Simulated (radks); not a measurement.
Numerical settings for neutral terbium, [Xe] 4f9 6s2. Calculated with a radial shooting solver on a logarithmic mesh with Libxc functionals: scalar-relativistic Kohn-Sham, LDA (Slater exchange, Perdew-Wang correlation), spin-polarised, spherical densities, point nucleus; open shells are filled with parallel spins first (spin-orbit coupling, left out, can overturn this in heavy ions). The defaults (mesh step 0.008 in ln r, mesh end at 40 bohr or more with all orbitals vanishing there, Anderson mixing 0.5 over 9 steps, residual threshold near 1e-9 with the energy settled to 1e-9 hartree or 1e-11 of itself, here a cap of 87 iterations) give E = -11701.3740 hartree and 4f at -1.185 eV in 15 iterations. Run on one thread of a shared host, so times are rough (Arm Neoverse N1): 0.39 s of CPU time, 0.39 s wall, 15 iterations on 2728 mesh points. One setting is changed at a time: mesh step in ln r 0.012; mesh step in ln r 0.003; mesh step in ln r 0.2; mesh end (bohr) 12; mesh end (bohr) 1; residual threshold 0.1; residual threshold 1e-05; mixing 1.5; linear mixing, mixing 0.8; linear mixing, mixing 0.2; mixing history 2; iteration cap 8. Which runs fail to converge, and which converge to a wrong energy?

Answer. Not converged within the cap: mesh step in ln r 0.2; linear mixing, mixing 0.8; iteration cap 8. Settled on a wrong energy, with an occupied level pushed above zero by the early mesh end: mesh end (bohr) 1 (+347 hartree). Apart from these: no run marked as converged misses the energy by more than 1 mhartree.
